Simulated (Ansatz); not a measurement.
Ansatz (a program for electronic structure) input (B3LYP-D3(BJ)/def2-TZVP):

Ansatz 0.2 input:
```yaml
crystal:
  periodic: [false, false, false]
  atoms:
    - {symbol: Zr, position_ang: [0.01858577, 0.22847395, 0.07497822]}
    - {symbol: F, position_ang: [1.71477942, -0.44796938, -0.20933073]}
    - {symbol: F, position_ang: [-0.84756328, -0.75937769, 1.37475321]}
    - {symbol: F, position_ang: [-0.94981955, 0.19190730, -1.49865899]}
basis:
  gaussian:
    orbitals: def2-TZVP
hamiltonian:
  xc: b3lyp
  dispersion: d3bj
total_charge: 1
phonons: {temperatures: {t_min: 298.15, t_max: 298.15, t_step: 100}}
```

Output:

```
Functional definition: B3LYP
integrals: 0.04 GiB planned
823 factors; their error is unknown
mean field: 0.41 GiB planned
mean field evaluation 1: about -9410.7005 eV, gradient 1.2e2 eV
mean field evaluation 2: about -9067.9699 eV, gradient 4.3e2 eV
mean field evaluation 4: about -9432.9056 eV, gradient 1.1e1 eV
mean field evaluation 8: about -9433.1517 eV, gradient 1.4e-1 eV
mean field evaluation 16: about -9433.1989 eV, gradient 5.4e-5 eV
mean field -9433.19890028 eV, -346.6636655336 hartree, gradient 5.3e-5 eV, S^2 0.000000; 0 other end points of the search recorded, 0 dependent functions left out
the calculation of the forces begins
reference -9433.19915738 eV, -346.6636749816 hartree; 19, 19 occupied and 114, 114 virtual orbitals, 823 factors
these checks for a lower state are left out or cut short: stability, starts, cluster_reference, orbital_swaps, neighbouring_geometries, increment
integrals: 0.04 GiB planned
823 factors; their error is unknown
mean field: 0.41 GiB planned
mean field -9433.19876361 eV, -346.6636605110 hartree, gradient 9.1e-7 eV, S^2 0.000000; 0 other end points of the search recorded, 0 dependent functions left out
the calculation of the forces begins
reference -9433.19902068 eV, -346.6636699581 hartree; 19, 19 occupied and 114, 114 virtual orbitals, 823 factors
these checks for a lower state are left out or cut short: stability, starts, cluster_reference, orbital_swaps, neighbouring_geometries, increment
integrals: 0.04 GiB planned
823 factors; their error is unknown
mean field: 0.41 GiB planned
mean field evaluation 32: about -9433.1988 eV, gradient 8.6e-7 eV
mean field -9433.19876444 eV, -346.6636605416 hartree, gradient 9.1e-7 eV, S^2 0.000000; 0 other end points of the search recorded, 0 dependent functions left out
the calculation of the forces begins
reference -9433.19902156 eV, -346.6636699905 hartree; 19, 19 occupied and 114, 114 virtual orbitals, 823 factors
these checks for a lower state are left out or cut short: stability, starts, cluster_reference, orbital_swaps, neighbouring_geometries, increment
integrals: 0.04 GiB planned
823 factors; their error is unknown
mean field: 0.41 GiB planned
mean field -9433.19880313 eV, -346.6636619633 hartree, gradient 9.1e-7 eV, S^2 0.000000; 0 other end points of the search recorded, 0 dependent functions left out
the calculation of the forces begins
reference -9433.19906029 eV, -346.6636714139 hartree; 19, 19 occupied and 114, 114 virtual orbitals, 823 factors
these checks for a lower state are left out or cut short: stability, starts, cluster_reference, orbital_swaps, neighbouring_geometries, increment
integrals: 0.04 GiB planned
823 factors; their error is unknown
mean field: 0.41 GiB planned
mean field -9433.19880173 eV, -346.6636619116 hartree, gradient 9.0e-7 eV, S^2 0.000000; 0 other end points of the search recorded, 0 dependent functions left out
the calculation of the forces begins
reference -9433.19905875 eV, -346.6636713571 hartree; 19, 19 occupied and 114, 114 virtual orbitals, 823 factors
these checks for a lower state are left out or cut short: stability, starts, cluster_reference, orbital_swaps, neighbouring_geometries, increment
integrals: 0.04 GiB planned
823 factors; their error is unknown
mean field: 0.41 GiB planned
mean field -9433.19883273 eV, -346.6636630511 hartree, gradient 9.1e-7 eV, S^2 0.000000; 0 other end points of the search recorded, 0 dependent functions left out
the calculation of the forces begins
reference -9433.19908992 eV, -346.6636725027 hartree; 19, 19 occupied and 114, 114 virtual orbitals, 823 factors
these checks for a lower state are left out or cut short: stability, starts, cluster_reference, orbital_swaps, neighbouring_geometries, increment
integrals: 0.04 GiB planned
823 factors; their error is unknown
mean field: 0.41 GiB planned
mean field -9433.19879765 eV, -346.6636617620 hartree, gradient 9.1e-7 eV, S^2 0.000000; 0 other end points of the search recorded, 0 dependent functions left out
the calculation of the forces begins
reference -9433.19905465 eV, -346.6636712065 hartree; 19, 19 occupied and 114, 114 virtual orbitals, 823 factors
these checks for a lower state are left out or cut short: stability, starts, cluster_reference, orbital_swaps, neighbouring_geometries, increment
integrals: 0.04 GiB planned
823 factors; their error is unknown
mean field: 0.41 GiB planned
mean field evaluation 64: about -9433.1989 eV, gradient 1.2e-1 eV
mean field -9433.19888301 eV, -346.6636648989 hartree, gradient 1.3e-6 eV, S^2 0.000000; 0 other end points of the search recorded, 0 dependent functions left out
the calculation of the forces begins
reference -9433.19914007 eV, -346.6636743455 hartree; 19, 19 occupied and 114, 114 virtual orbitals, 823 factors
these checks for a lower state are left out or cut short: stability, starts, cluster_reference, orbital_swaps, neighbouring_geometries, increment
integrals: 0.04 GiB planned
823 factors; their error is unknown
mean field: 0.41 GiB planned
mean field -9433.19888569 eV, -346.6636649973 hartree, gradient 1.9e-6 eV, S^2 0.000000; 0 other end points of the search recorded, 0 dependent functions left out
the calculation of the forces begins
reference -9433.19914282 eV, -346.6636744468 hartree; 19, 19 occupied and 114, 114 virtual orbitals, 823 factors
these checks for a lower state are left out or cut short: stability, starts, cluster_reference, orbital_swaps, neighbouring_geometries, increment
integrals: 0.04 GiB planned
823 factors; their error is unknown
mean field: 0.41 GiB planned
mean field -9433.19889309 eV, -346.6636652693 hartree, gradient 1.3e-6 eV, S^2 0.000000; 0 other end points of the search recorded, 0 dependent functions left out
the calculation of the forces begins
reference -9433.19915017 eV, -346.6636747167 hartree; 19, 19 occupied and 114, 114 virtual orbitals, 823 factors
these checks for a lower state are left out or cut short: stability, starts, cluster_reference, orbital_swaps, neighbouring_geometries, increment
integrals: 0.04 GiB planned
823 factors; their error is unknown
mean field: 0.41 GiB planned
mean field -9433.19889555 eV, -346.6636653595 hartree, gradient 1.6e-6 eV, S^2 0.000000; 0 other end points of the search recorded, 0 dependent functions left out
the calculation of the forces begins
reference -9433.19915266 eV, -346.6636748082 hartree; 19, 19 occupied and 114, 114 virtual orbitals, 823 factors
these checks for a lower state are left out or cut short: stability, starts, cluster_reference, orbital_swaps, neighbouring_geometries, increment
integrals: 0.04 GiB planned
823 factors; their error is unknown
mean field: 0.41 GiB planned
mean field -9433.19881280 eV, -346.6636623186 hartree, gradient 9.0e-7 eV, S^2 0.000000; 0 other end points of the search recorded, 0 dependent functions left out
the calculation of the forces begins
reference -9433.19906980 eV, -346.6636717634 hartree; 19, 19 occupied and 114, 114 virtual orbitals, 823 factors
these checks for a lower state are left out or cut short: stability, starts, cluster_reference, orbital_swaps, neighbouring_geometries, increment
integrals: 0.04 GiB planned
823 factors; their error is unknown
mean field: 0.41 GiB planned
mean field evaluation 96: about -9433.1504 eV, gradient 9.9e-5 eV
mean field -9433.19884662 eV, -346.6636635614 hartree, gradient 9.1e-7 eV, S^2 0.000000; 0 other end points of the search recorded, 0 dependent functions left out
the calculation of the forces begins
reference -9433.19910380 eV, -346.6636730126 hartree; 19, 19 occupied and 114, 114 virtual orbitals, 823 factors
these checks for a lower state are left out or cut short: stability, starts, cluster_reference, orbital_swaps, neighbouring_geometries, increment
integrals: 0.04 GiB planned
823 factors; their error is unknown
mean field: 0.41 GiB planned
mean field -9433.19887893 eV, -346.6636647487 hartree, gradient 1.1e-6 eV, S^2 0.000000; 0 other end points of the search recorded, 0 dependent functions left out
the calculation of the forces begins
reference -9433.19913598 eV, -346.6636741952 hartree; 19, 19 occupied and 114, 114 virtual orbitals, 823 factors
these checks for a lower state are left out or cut short: stability, starts, cluster_reference, orbital_swaps, neighbouring_geometries, increment
integrals: 0.04 GiB planned
823 factors; their error is unknown
mean field: 0.41 GiB planned
mean field -9433.19888523 eV, -346.6636649804 hartree, gradient 1.7e-6 eV, S^2 0.000000; 0 other end points of the search recorded, 0 dependent functions left out
the calculation of the forces begins
reference -9433.19914237 eV, -346.6636744299 hartree; 19, 19 occupied and 114, 114 virtual orbitals, 823 factors
Total energy: -9433.28991018 eV, -346.6670100856 hartree
Atom 0 at     0.018586     0.228474     0.074978 Å, force    -0.000067    -0.000063     0.000107 eV/Å
Atom 1 at     1.714779    -0.447969    -0.209331 Å, force    -0.000621     0.000056    -0.000033 eV/Å
Atom 2 at    -0.847563    -0.759378     1.374753 Å, force     0.000302     0.000193    -0.000529 eV/Å
Atom 3 at    -0.949820     0.191907    -1.498659 Å, force     0.000386    -0.000186     0.000454 eV/Å
Dipole moment:     0.077228     0.949353     0.311548 e Å
Vibrations: 136.33 179.49 179.55 750.31 755.35 755.36 cm⁻¹, zero-point energy 0.170874 eV
```
